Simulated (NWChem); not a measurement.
Species: CaHOF; SMILES [OH][Ca][F]

```xyz
4

Ca     0.2908     0.0281     0.0000
F     -0.3056     1.9219     0.0000
O     -0.2936    -1.8874     0.0000
H     -0.7162    -2.7586     0.0000
```
Atoms are numbered in this order, from 1.

Computed with NWChem. The geometry was optimised at PBE-D3(BJ)/def2-SVP. B3LYP is NWChem's, with the RPA form of VWN correlation. Vertical excitations in the gas phase; the lowest state need not have the same character in each row.

Q: Among these, which level gives the lowest value of “lowest excitation, singlet (eV)”?
(A) B3LYP/def2-SVPD, full TDDFT
(B) PBE/def2-SVPD, full TDDFT
(C) PBE0/def2-SVPD, full TDDFT

A: B, PBE/def2-SVPD, full TDDFT. Values: PBE/def2-SVPD, full TDDFT 3.94; B3LYP/def2-SVPD, full TDDFT 4.56; PBE0/def2-SVPD, full TDDFT 4.87
